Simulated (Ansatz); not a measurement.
Reactions of H₅NOSiSn (`[NH2][Sn][O][SiH3]`).

Computed with Ansatz on PBE0-D4/def2-TZVP structures; ΔE is electronic, products minus reactants. CCSD(T)/CBS is the MP2 limit (def2-TZVPP, def2-QZVPP) plus CCSD(T) − MP2 in def2-TZVPP, frozen cores. This one scheme is used for every species. Functionals use def2-TZVPP. def2 core potentials past Kr. For Sn outer-core shells are correlated without core-valence functions, which leaves a few kJ/mol of doubt a bond. Each species was taken in one conformer, which may not be the lowest.

| reaction | CCSD(T)/CBS(def2) (kcal/mol) |
| --- | --- |
| `[NH2][Sn][O][SiH3]` + HCl → `[NH2][Sn][Cl]` + `O[SiH3]` | ? |
| `[NH2][Sn][O][SiH3]` + `OB(O)O` → `OB(O)O[SiH3]` + `[NH2][Sn][OH]` | 5.2 |
| `[NH2][Sn][O][SiH3]` → `[OH][SnH]1[NH][SiH2]1` | 56.1 |
| `[NH2][Sn][O][SiH3]` + H₂O → `[OH][Sn][O][SiH3]` + NH₃ | -7.3 |

(1) Fill in the missing values. (Estimate.)

Largest T1 diagnostic: 0.017, for `[NH2][Sn][OH]`.

Answers

(1) Computed: `[NH2][Sn][O][SiH3]` + HCl → `[NH2][Sn][Cl]` + `O[SiH3]`: -11.9 kcal/mol.
